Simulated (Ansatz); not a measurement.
`F[C](F)(F)[SnH3]` → `[F][SnH3]` + `F[C]F` at 500 K and 1 bar (difluorocarbene loss).

Isolated molecules relaxed with PBE0-D4/def2-TZVP in Ansatz; ΔE leaves out vibrations. CCSD(T)/CBS is the MP2 limit (def2-TZVPP, def2-QZVPP) plus CCSD(T) − MP2 in def2-TZVPP, frozen cores. This one scheme is used for every species. Elements past krypton have def2 core potentials. For Sn outer-core shells are correlated without core-valence functions, which leaves a few kJ/mol of doubt a bond.

| species | CCSD(T)/CBS energy (Eh) | H − E (kJ/mol) | S (J/(mol·K)) |
| --- | --- | --- | --- |
| `F[C](F)(F)[SnH3]` | -553.22148 | 132.7 | 404.9 |
| `[F][SnH3]` | -315.62493 | 83.7 | 298.9 |
| `F[C]F` | -237.54028 | 37.4 | 262.4 |

H − E and S are ideal-gas, rigid-rotor, harmonic terms from PBE0-D4/def2-TZVP. 1 Eh = 2625.50 kJ/mol, R = 8.31446 J/(mol·K).

Task: By hand: ΔE, ΔH, ΔS and ΔG.

Result: ΔE = (-315.62493) + (-237.54028) − (-553.22148) = 0.05627 Eh = 147.7 kJ/mol. Δ(H − E) = 83.7 + 37.4 − 132.7 = -11.6, so ΔH = 136.1 kJ/mol. ΔS = 298.9 + 262.4 − 404.9 = 156.4 J/(mol·K). ΔG = 136.1 − 500 × (156.4)/1000 = 57.9 kJ/mol.

Task: By hand: the equilibrium constant, and the temperature at which ΔG would vanish if ΔH and ΔS stayed fixed.

Result: log₁₀ K = −ΔG/(RT ln 10) = -6.0. ΔG = 0 at ΔH/ΔS = 870 K.

The number of gas molecules changes by +1, which sets the sign of ΔS. A doubt of 5 kJ/mol in ΔE shifts log₁₀ K by 0.5 here. These are equilibria of isolated gas molecules and say nothing of rates. Largest T1 diagnostic: 0.017 (customary marks: 0.02 for closed shells, 0.045 for open ones).
